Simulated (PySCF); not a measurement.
Species: phosphorus tribromide, PBr3.
SMILES: `BrP(Br)Br`

Computed, not measured: EOM-IP-CCSD/aug-cc-pVDZ in PySCF, restricted Hartree–Fock reference, frozen core, non-relativistic, gas phase, PBE0-D3(BJ)/def2-SVP geometry.

Hartree–Fock orbital energies give these Koopmans values (eV): HOMO 10.46, HOMO-1 11.47, HOMO-2/HOMO-3 11.68, HOMO-4/HOMO-5 12.67, HOMO-6 14.28.

Question: What vertical ionisation energies does EOM-IP-CCSD give?

Answer: 
```csv
leading hole (HF orbital),Koopmans (eV),EOM-IP-CCSD (eV),change (eV),one-hole share
HOMO,10.46,9.84,-0.62,0.96
HOMO-1,11.47,10.55,-0.92,0.95
HOMO-2/HOMO-3,11.68,10.80,-0.88,0.95
HOMO-4/HOMO-5,12.67,11.69,-0.98,0.94
HOMO-6,14.28,13.10,-1.18,0.92
```

Question: Does the order of the lines follow the orbital energies?

Answer: Yes, no two lines change places. The corrections run from -1.18 to -0.62 eV, with a mean of -0.92 eV over the 5 lines; no line lies above its Koopmans value.

Question: At what kinetic energies would He I light (21.22 eV) eject these electrons?

Answer: 11.38 eV (HOMO), 10.67 eV (HOMO-1), 10.42 eV (HOMO-2/HOMO-3), 9.53 eV (HOMO-4/HOMO-5), 8.12 eV (HOMO-6).

One root was sought for each valence orbital with −ε under 21 eV, eight at most, so deeper holes and satellites are missing; no vibrational structure.
